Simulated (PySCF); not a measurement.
Spectrum to structure. Level of theory: PySCF, TDDFT PBE0/def2-SVPD, vertical, gas phase, core orbitals frozen in the response. Geometries: GFN2-xTB, one conformer each.

```
state  ν̃ (cm⁻¹)       f  main configurations (H = HOMO, L = LUMO)
   S1      37360  0.0025                    H-1→L (70%), H→L (29%)
   S2      44290   0.146     H→L (54%), H-1→L (25%), H-1→L+1 (11%)
   S3      48060  0.0021                               H-2→L (96%)
   S4      51200  0.0080                H→L+1 (77%), H-1→L+1 (18%)
   S5      57090   0.037                  H-3→L (68%), H-4→L (17%)
   S6      61010   0.248                H-4→L (62%), H-1→L+1 (13%)
```

Orbital energies (eV): HOMO-3 -10.17, HOMO-2 -9.25, HOMO-1 -8.06, HOMO -7.82, LUMO -1.61, LUMO+1 0.30, LUMO+2 0.99.

Task: Which structure fits?
A. `FCC[SiH2]S[SiH3]`
B. `CCC[SiH2]F`
C. `C#CC1=C[C@@H]1F`

Result: C. Its S1, at 4.63 eV, is the lowest among the candidates; the nearest of the others has S1 at 5.80 eV. S1 is HOMO-1→LUMO (70%), HOMO→LUMO (29%). Löwdin shares by element: HOMO carbon 80% or more (atoms not listed hold the other 20%); LUMO carbon 86% or more. At the same level the other candidates give, for their lowest levels:
- `CCC[SiH2]F`: 7.47 eV (f 0.024); 8.06 eV (f 0.036); 8.21 eV (f 0.012); 8.73 eV (f 0.071); 8.80 eV (f 0.006); T1 7.08 eV; HOMO -8.57, LUMO 0.31 eV
- `FCC[SiH2]S[SiH3]`: 5.80 eV (f 0.014); 6.12 eV (f 0.000); 6.33 eV (f 0.000); 6.81 eV (f 0.000); 7.10 eV (f 0.029); T1 5.47 eV; HOMO -7.26, LUMO -0.16 eV
Triplets come from the Tamm–Dancoff approximation.

Without π bonds the low states may be Rydberg-like; a valence basis with one diffuse set may place them up to an eV too high.
